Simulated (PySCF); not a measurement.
**Spin-rotation constants: SMILES CC(=O)CCC(F)(F)F, C₅H₇F₃O**

Molfile (atoms numbered from 1):
```
C5H7F3O
     RDKit          3D

 16 15  0  0  0  0  0  0  0  0999 V2000
    2.6230    0.2267    0.3474 C   0  0  0  0  0  0  0  0  0  0  0  0
    1.3337    0.0972   -0.4176 C   0  0  0  0  0  0  0  0  0  0  0  0
    1.2804   -0.0168   -1.6131 O   0  0  0  0  0  0  0  0  0  0  0  0
    0.0905    0.1099    0.4568 C   0  0  0  0  0  0  0  0  0  0  0  0
   -1.1594   -0.2582   -0.3402 C   0  0  0  0  0  0  0  0  0  0  0  0
   -2.3997   -0.1581    0.5195 C   0  0  0  0  0  0  0  0  0  0  0  0
   -2.6149    1.0895    0.9675 F   0  0  0  0  0  0  0  0  0  0  0  0
   -2.3295   -0.9399    1.6106 F   0  0  0  0  0  0  0  0  0  0  0  0
   -3.5073   -0.5240   -0.1402 F   0  0  0  0  0  0  0  0  0  0  0  0
    2.8893   -0.7539    0.7396 H   0  0  0  0  0  0  0  0  0  0  0  0
    3.4190    0.5570   -0.3140 H   0  0  0  0  0  0  0  0  0  0  0  0
    2.5185    0.9109    1.1843 H   0  0  0  0  0  0  0  0  0  0  0  0
   -0.0163    1.1163    0.8714 H   0  0  0  0  0  0  0  0  0  0  0  0
    0.2299   -0.5787    1.2927 H   0  0  0  0  0  0  0  0  0  0  0  0
   -1.0887   -1.2807   -0.7147 H   0  0  0  0  0  0  0  0  0  0  0  0
   -1.2759    0.4118   -1.1940 H   0  0  0  0  0  0  0  0  0  0  0  0
  1  2  1  0
  2  3  2  0
  2  4  1  0
  4  5  1  0
  5  6  1  0
  6  7  1  0
  6  8  1  0
  6  9  1  0
  1 10  1  0
  1 11  1  0
  1 12  1  0
  4 13  1  0
  4 14  1  0
  5 15  1  0
  5 16  1  0
M  END
```

Method: PySCF, GIAO KT1/6-311G** magnetisability, rotational g tensor and spin-rotation constants, non-relativistic, gas phase. Geometry: GFN2-xTB.

Question: Give the nuclear spin-rotation constants along the inertial axes (H = +C I·J) beside the isotropic shieldings.

Answer: Rotational constants 3.5391, 0.7511, 0.7035 GHz. A star marks the isotopologue with that one atom substituted, in its own axes.
| atom | isotope | Caa (kHz) | Cbb (kHz) | Ccc (kHz) | mean (kHz) | σ (ppm) |
| --- | --- | --- | --- | --- | --- | --- |
| F7 | 19F | 5.700 | 0.882 | 0.716 | 2.433 | 252.5 |
| F8 | 19F | 5.708 | 0.839 | 0.793 | 2.447 | 249.4 |
| F9 | 19F | 4.299 | 1.125 | 0.917 | 2.114 | 240.1 |
| H10 | 1H | -0.404 | -0.076 | 0.012 | -0.156 | 30.0 |
| H11 | 1H | 0.031 | -0.073 | -0.078 | -0.040 | 30.3 |
| H12 | 1H | -0.407 | -0.005 | -0.050 | -0.154 | 29.8 |
| H13 | 1H | -0.359 | -0.066 | 0.000 | -0.142 | 29.5 |
| H14 | 1H | -0.371 | -0.023 | -0.034 | -0.143 | 29.3 |
| H15 | 1H | -0.369 | -0.073 | 0.001 | -0.147 | 30.3 |
| H16 | 1H | -0.358 | -0.026 | -0.038 | -0.141 | 29.8 |
| C1 | 13C* | 0.435 | 0.119 | 0.120 | 0.225 | 164.2 |
| C2 | 13C* | 1.816 | 0.346 | 0.152 | 0.771 | 2.5 |
| O3 | 17O* | -2.199 | -0.731 | -0.022 | -0.984 | -264.6 |
| C4 | 13C* | 0.486 | 0.145 | 0.125 | 0.252 | 153.1 |
| C5 | 13C* | 0.537 | 0.121 | 0.115 | 0.258 | 160.1 |
| C6 | 13C* | 1.067 | 0.226 | 0.217 | 0.504 | 61.3 |

For the geometry as given, no vibrational averaging.
